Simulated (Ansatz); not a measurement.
Consider the formal exchange of groups at the Al–S bond: `C[S][Al]([F])[F]` + `C=C(O)CS` → `C=[C](O)[Al]([F])[F]` + `CSCS`.

Isolated molecules relaxed with PBE0-D4/def2-TZVP in Ansatz; ΔE leaves out vibrations. CCSD(T)/CBS is the MP2 limit (def2-TZVPP, def2-QZVPP) plus CCSD(T) − MP2 in def2-TZVPP, frozen cores. One conformer a species, not always the lowest.

```json
{"species": "`C[S][Al]([F])[F]`", "MP2/def2-QZVPP energy (Eh)": "-879.30909"}
{"species": "`C=C(O)CS`", "MP2/def2-QZVPP energy (Eh)": "-590.55605"}
{"species": "`C=[C](O)[Al]([F])[F]`", "MP2/def2-QZVPP energy (Eh)": "-594.69046"}
{"species": "`CSCS`", "MP2/def2-QZVPP energy (Eh)": "-875.12822"}
```

Task: Work out ΔE.

Result: ΔE = (-594.69046) + (-875.12822) − (-879.30909) − (-590.55605) = 0.04646 Eh = +122.0 kJ/mol. CCSD(T)/CBS gives +119.9 kJ/mol.

Largest T1 diagnostic among the species: 0.014.

In def2-TZVPP, CCSD(T) changes the Hartree–Fock value by −12.1 kJ/mol (the triples alone add −2.5 kJ/mol) and MP2 by −10.4 kJ/mol. From PBE to PBE0 (25 % exact exchange), in def2-TZVPP and without D4, ΔE moves by +8.7 kJ/mol.
